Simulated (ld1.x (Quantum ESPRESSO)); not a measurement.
boron (B), TM: configuration errors across variants

ld1.x (Quantum ESPRESSO) 7.5 input, shortened:

```
&input
   title='B', zed=5., rel=1, dft='PBESOL', iswitch=3,
   config='[He] 2s1.5 2p1.5 3d-2'
 /
 &inputp
   pseudotype=2, tm=.true., lloc=0,
   nlcc=.true., new_core_ps=.true.
 /
3
2P  2  1   1.50   0.00  2.65  2.65  0.0
3D  3  2  -2.00   0.05  2.55  2.55  0.0
2S  1  0   1.50   0.00  1.55  1.55  0.0
 &test
   configts(1)='2s1.5 2p1.5'
 /
```

All-electron excitation energies from the reference (eV): (1) 2s2 2p1 -2.907; (2) 2s2 2p0 5.233; (3) 2s1 2p0 30.495; (4) 2s2 2p1.3 -3.631; (5) 2s0 2p3 8.750; (6) 2s1 2p2 2.913; (7) 2s2 2p0.5 -0.051.

The default core radius of the base comes out at 0.68 bohr.

1 further variants failed, have other tests or too few solved ones, and are left out.

Errors AE − PS in meV (a dash: test not solved or not reliable):

| change | (1) | (2) | (3) | (4) | (5) | (6) | (7) | bound ghosts |
| --- | --- | --- | --- | --- | --- | --- | --- | --- |
| base | -2.3 | +64 | +223 | -3.7 | -22 | -2.4 | +11 | none |
| all radii but the core radius scaled by about 0.85 (s 1.32, p 2.26, d 2.18 bohr) | -0.8 | +35 | +131 | -1.5 | -7.6 | -0.8 | +6.0 | none |
| wave 3d channel at 0.05 Ry: rc 2.55 bohr becomes 3d channel at -0.1 Ry: rc 2.55 bohr | -2.3 | +64 | +223 | -3.7 | -22 | -2.4 | +11 | none |
| wave 2s (bound): rc 1.55 bohr becomes 2s (bound): rc 2.40 bohr | -4.2 | +98 | +276 | -5.3 | -38 | -4.2 | +17 | none |
| local potential all-electron potential smoothed inside 1.55 bohr (lloc = -1) | -2.3 | +65 | +225 | -3.7 | -22 | -2.4 | +11 | none |
| wave 2p (bound): rc 2.65 bohr becomes 2p (bound): rc 2.36 bohr | -1.2 | +46 | +160 | -2.1 | -11 | -1.3 | +8.0 | none |
| wave 3d channel at 0.05 Ry: rc 2.55 bohr becomes 3d channel at 0.05 Ry: rc 2.24 bohr | -2.3 | +64 | +223 | -3.7 | -22 | -2.4 | +11 | none |

(1) Give the same row for: core correction Bessel-smoothed model core inside 0.58 bohr.

## Answers

(1) -2.3, +64, +222, -3.7, -22, -2.4, +11; bound ghosts: none.
